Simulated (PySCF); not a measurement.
C4H7NOSi.
Numbering: `[CH3:1][Si@@H:2]1[O:3][CH2:4][C@@H:5]1[C:6]#[N:7]`

Geometry (GFN2-xTB, Å), atoms numbered from 1 in this order:
```xyz
14
C4H7NOSi angstrom
C      2.1159    0.0626   -0.0244
Si     0.4975   -0.9021   -0.1020
O     -0.3982   -0.6771   -1.4777
C     -1.5378   -0.0725   -0.8641
C     -1.0923   -0.0429    0.6048
C     -0.9276    1.2641    1.1315
N     -0.7564    2.3258    1.5281
H      1.9468    1.1354   -0.0779
H      2.6458   -0.1464    0.8983
H      2.7645   -0.2171   -0.8486
H      0.5694   -2.3124    0.2758
H     -2.4169   -0.6938   -1.0379
H     -1.6980    0.9170   -1.2957
H     -1.7132   -0.6411    1.2678
```

NICS = −σ at a ghost point: NICS(0) at the centroid of the ring atoms, NICS(1) 1 Å to either side along the normal of their mean plane, zz for the tensor component along that normal. Level: GIAO PBE0/pcSseg-1 (PySCF, non-relativistic, gas phase) on the GFN2-xTB geometry, one conformer.

Ring bond lengths (Å), with Mayer bond orders in brackets: Si2–O3 1.657 (1.03), O3–C4 1.429 (0.89), C4–C5 1.535 (0.96), C5–Si2 1.940 (0.79).

Task: What do the NICS probes read (ppm)?

Result: 
```csv
ring,type,NICS(0),"NICS(1), two faces","NICS(1)zz, two faces",rms pucker (Å),"centre to ring atoms, mean (Å)"
Si2–O3–C4–C5,4-membered ring with O and Si; formal bonds all single,-1.2,0.4 / -0.1,4.9 / 1.7,0.01,1.16
```

Task: What do they say, and how far can they be read as aromaticity?

Result: 
- Si2–O3–C4–C5: mean NICS(1)zz 3.3 ppm, deshielded. Si2, C4, C5 have four or more neighbours; no verdict on aromaticity is drawn. The two faces differ by 3.2 ppm, so no symmetry operation interchanges them.

Task: What is the mean of the two in-plane components of NICS at the second NICS(1) probe listed for ring Si2–O3–C4–C5, 1 Å off the ring?

Result: The isotropic value is a third of the trace: (3 × -0.1 − (1.7))/2 = -1.0 ppm.

Task: List the ring angles and the Hirshfeld charges of the ring atoms.

Result: 
- Si2–O3–C4–C5: Si2 78.4° (+0.472 e), O3 97.6° (-0.259 e), C4 100.8° (+0.015 e), C5 83.2° (-0.104 e); sum 360.0° against 360° for a flat convex ring.

Task: How shielded are the nuclei of the rings and their hydrogens (means over atoms taken as equivalent)?

Result: 
| atoms | environment | σ isotropic (ppm) | principal values of the symmetric part, first atom (ppm) |
| --- | --- | --- | --- |
| Si2 | oxygen-bound silicon | 318.9 | 248.7, 337.2, 370.8 |
| O3 | silyl ether oxygen | 277.2 | 232.2, 259.3, 339.9 |
| C4 | sp3 carbon bound to oxygen | 113.0 | 87.3, 96.2, 155.4 |
| C5 | sp3 carbon bound to silicon | 166.8 | 142.3, 172.3, 185.8 |
| H11 | Si–H hydrogen | 25.84 | 22.7, 24.2, 30.6 |
| H12 | methylene hydrogen | 26.66 | 22.8, 26.0, 31.2 |
| H13 | methylene hydrogen | 26.85 | 23.2, 26.2, 31.2 |
| H14 | methine hydrogen | 28.83 | 24.1, 28.8, 33.6 |
